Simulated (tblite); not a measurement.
C44H26BN (BN-doped PAH), SMILES C1=CB2Nc3cc4cc5cc6cc7cc8cc9cc%10cc%11ccccc%11cc%10cc9cc8cc7cc6cc5cc4cc3C=C2C=C1 at step 3 of a GFN2-xTB optimisation (tblite, gas phase), coordinates in Å:

```
  1 C    13.503   -0.004    0.913
  2 C    12.388    0.255    1.648
  3 B    10.981    0.088    1.030
  4 N     9.718    0.314    1.651
  5 C     8.514    0.126    0.988
  6 C     7.281    0.341    1.578
  7 C     6.044    0.154    0.897
  8 C     4.817    0.373    1.509
  9 C     3.605    0.182    0.822
 10 C     2.377    0.402    1.436
 11 C     1.173    0.211    0.750
 12 C    -0.058    0.431    1.363
 13 C    -1.260    0.241    0.678
 14 C    -2.494    0.463    1.288
 15 C    -3.693    0.273    0.602
 16 C    -4.929    0.493    1.217
 17 C    -6.124    0.301    0.530
 18 C    -7.364    0.520    1.142
 19 C    -8.554    0.330    0.454
 20 C    -9.803    0.551    1.067
 21 C   -10.987    0.361    0.380
 22 C   -12.256    0.582    0.989
 23 C   -13.408    0.386    0.298
 24 C   -13.374   -0.044   -1.054
 25 C   -12.187   -0.265   -1.676
 26 C   -10.951   -0.076   -0.993
 27 C    -9.733   -0.296   -1.608
 28 C    -8.519   -0.106   -0.921
 29 C    -7.293   -0.327   -1.534
 30 C    -6.087   -0.135   -0.847
 31 C    -4.857   -0.356   -1.461
 32 C    -3.655   -0.164   -0.775
 33 C    -2.422   -0.386   -1.387
 34 C    -1.223   -0.196   -0.700
 35 C     0.011   -0.415   -1.315
 36 C     1.209   -0.223   -0.629
 37 C     2.447   -0.444   -1.242
 38 C     3.641   -0.253   -0.554
 39 C     4.886   -0.476   -1.165
 40 C     6.079   -0.283   -0.479
 41 C     7.340   -0.505   -1.080
 42 C     8.541   -0.318   -0.407
 43 C     9.792   -0.556   -1.078
 44 C    10.998   -0.385   -0.459
 45 C    12.267   -0.620   -1.117
 46 C    13.443   -0.438   -0.460
 47 H    14.488    0.118    1.368
 48 H    12.517    0.579    2.681
 49 H     9.662    0.620    2.620
 50 H     7.221    0.669    2.609
 51 H     4.781    0.693    2.540
 52 H     2.352    0.730    2.463
 53 H    -0.087    0.758    2.391
 54 H    -2.523    0.788    2.317
 55 H    -4.954    0.818    2.247
 56 H    -7.388    0.850    2.170
 57 H    -9.818    0.873    2.098
 58 H   -12.273    0.913    2.017
 59 H   -14.363    0.555    0.771
 60 H   -14.302   -0.189   -1.584
 61 H   -12.153   -0.592   -2.705
 62 H    -9.695   -0.623   -2.636
 63 H    -7.261   -0.653   -2.562
 64 H    -4.829   -0.681   -2.490
 65 H    -2.391   -0.710   -2.415
 66 H     0.034   -0.741   -2.343
 67 H     2.474   -0.769   -2.271
 68 H     4.908   -0.805   -2.194
 69 H     7.340   -0.833   -2.113
 70 H     9.774   -0.887   -2.116
 71 H    12.296   -0.955   -2.159
 72 H    14.371   -0.632   -0.996
```

The gap is small, so a closed-shell solution may not be the true ground state; the numbers describe that solution.

Q: What are the forces on the atoms (eV/Å)?

A: 
```
  1 C    -0.22    0.03    0.07
  2 C    -0.15    0.04    0.13
  3 B     0.28   -0.07   -0.27
  4 N    -0.05   -0.17   -0.45
  5 C    -0.05   -0.06   -0.23
  6 C     0.18   -0.04   -0.13
  7 C     0.26    0.02    0.13
  8 C     0.21   -0.08   -0.19
  9 C     0.15    0.05    0.14
 10 C     0.01   -0.04   -0.17
 11 C     0.02    0.04    0.12
 12 C    -0.01   -0.04   -0.13
 13 C     0.04    0.04    0.11
 14 C    -0.01   -0.04   -0.10
 15 C    -0.01    0.03    0.14
 16 C     0.05   -0.05   -0.16
 17 C    -0.03    0.04    0.13
 18 C     0.05   -0.03   -0.14
 19 C    -0.11    0.04    0.11
 20 C    -0.02   -0.06   -0.17
 21 C     0.00    0.01    0.03
 22 C    -0.02   -0.03   -0.10
 23 C     0.11   -0.02   -0.04
 24 C     0.10    0.03    0.05
 25 C    -0.02    0.02    0.07
 26 C     0.00    0.00   -0.02
 27 C    -0.03    0.05    0.18
 28 C    -0.07   -0.03   -0.11
 29 C     0.05    0.05    0.17
 30 C    -0.04   -0.04   -0.15
 31 C     0.00    0.05    0.14
 32 C    -0.02   -0.04   -0.13
 33 C     0.01    0.06    0.16
 34 C     0.00   -0.03   -0.14
 35 C    -0.02    0.04    0.16
 36 C     0.03   -0.05   -0.12
 37 C     0.00    0.05    0.16
 38 C     0.10   -0.06   -0.16
 39 C     0.11    0.07    0.18
 40 C     0.12   -0.02    0.00
 41 C     0.12    0.09    0.26
 42 C     0.08    0.01   -0.03
 43 C    -0.09   -0.03   -0.02
 44 C     0.11    0.06    0.20
 45 C    -0.22    0.04    0.14
 46 C    -0.20    0.02    0.09
 47 H    -0.20   -0.07   -0.24
 48 H     0.12   -0.05   -0.15
 49 H    -0.18   -0.09   -0.30
 50 H     0.12   -0.01   -0.02
 51 H     0.02    0.02    0.02
 52 H    -0.01    0.01    0.06
 53 H     0.01    0.01    0.03
 54 H     0.01    0.01    0.04
 55 H    -0.01    0.01    0.02
 56 H    -0.01    0.00    0.03
 57 H    -0.05    0.01    0.01
 58 H    -0.01    0.00    0.03
 59 H    -0.06    0.01    0.01
 60 H    -0.05   -0.01    0.01
 61 H     0.00   -0.01   -0.03
 62 H    -0.04   -0.01   -0.04
 63 H    -0.01   -0.02   -0.06
 64 H    -0.01   -0.02   -0.04
 65 H    -0.02   -0.02   -0.06
 66 H     0.02   -0.01   -0.05
 67 H     0.00   -0.01   -0.03
 68 H     0.02   -0.01   -0.02
 69 H     0.14    0.03    0.11
 70 H    -0.24    0.06    0.14
 71 H    -0.19    0.12    0.35
 72 H    -0.15    0.09    0.26
```
